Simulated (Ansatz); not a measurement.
CH6BNOSe (`B[Se]C(N)O`). The species carries charge 0 and has multiplicity 1. The geometry is a stationary point of PBE0-D4/def2-TZVP. It is one conformer, not always the lowest.

```xyz
11

B    -1.164    1.438   -0.941
Se   -1.522   -0.363   -0.544
C     0.017   -0.825    0.653
N     1.019   -1.412   -0.175
O     0.408    0.226    1.471
H    -1.918    1.981   -1.686
H    -0.224    2.023   -0.485
H    -0.385   -1.583    1.325
H     1.316   -0.792   -0.918
H     1.824   -1.680    0.380
H     0.630    0.986    0.920
```

(1) What is the dipole moment at B3LYP/def2-TZVPP? (An estimate is asked.)

(2) And with PBE, r2SCAN, ωB97M-V? (Best estimate.)

(3) Give the Mulliken charges with B3LYP, ωB97M-V, r2SCAN in def2-TZVPP. (An estimate is asked.)

## Answers

(1) Computed: 1.69 D, with components (1.69, 0.10, -0.15) D in this frame, pointing from negative to positive charge.

(2) Computed: PBE 1.74 D, r2SCAN 1.81 D, ωB97M-V 1.71 D.

(3) The calculation gave: 
```json
{"atom": "B1", "B3LYP": "-0.19", "ωB97M-V": "-0.27", "r2SCAN": "-0.17"}
{"atom": "Se2", "B3LYP": "0.05", "ωB97M-V": "0.06", "r2SCAN": "0.05"}
{"atom": "C3", "B3LYP": "0.11", "ωB97M-V": "0.05", "r2SCAN": "0.20"}
{"atom": "N4", "B3LYP": "-0.30", "ωB97M-V": "-0.25", "r2SCAN": "-0.32"}
{"atom": "O5", "B3LYP": "-0.30", "ωB97M-V": "-0.28", "r2SCAN": "-0.31"}
{"atom": "H6", "B3LYP": "0.05", "ωB97M-V": "0.09", "r2SCAN": "0.02"}
{"atom": "H7", "B3LYP": "0.01", "ωB97M-V": "0.05", "r2SCAN": "-0.02"}
{"atom": "H8", "B3LYP": "0.13", "ωB97M-V": "0.15", "r2SCAN": "0.08"}
{"atom": "H9", "B3LYP": "0.13", "ωB97M-V": "0.11", "r2SCAN": "0.14"}
{"atom": "H10", "B3LYP": "0.13", "ωB97M-V": "0.11", "r2SCAN": "0.14"}
{"atom": "H11", "B3LYP": "0.18", "ωB97M-V": "0.18", "r2SCAN": "0.19"}
```

B3LYP here is the variant with VWN-RPA as its local correlation; programs differ in this.
